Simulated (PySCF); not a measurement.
**How methods differ on the excitation energy of Ho**

Ho [Xe] 4f11 6s2 (high-spin determinant) → Ho [Xe] 4f10 5d1 6s2 (high-spin determinant), as a difference of total energies. Computed with PySCF 2.14 in x2c-TZVPPall (11s7p7d4f2g, 113 functions), with the spin-free X2C one-electron Hamiltonian (Gaussian nucleus). Correlated levels: valence: [Kr] 4d10 frozen; valence and next inner shell: [Ar] 3d10 frozen. The calculations carry no spin-orbit coupling.

```tsv
method	excitation energy (eV)
UHF	-2.026
LDA	2.657
PBE0	1.349
r2SCAN	1.362
SCS-MP2 (valence)	1.584
MP2 (valence and next inner shell)	2.330
SCS-MP2 (valence and next inner shell)	1.888
```

Task: Estimate what PBE gives.

Result: 2.321 eV, closest to MP2 (valence and next inner shell) among the rows shown.

Task: Estimate what MP2 (valence) gives.

Result: 1.855 eV, closest to SCS-MP2 (valence and next inner shell) among the rows shown.

A first-order spin-orbit estimate (lowest level to lowest level, LS coupling) adds 0.079 eV.

The determinant of the upper state and of the lower state mixes LS terms, which raises its energy above the lowest term, most at the Hartree-Fock and MP2 levels.
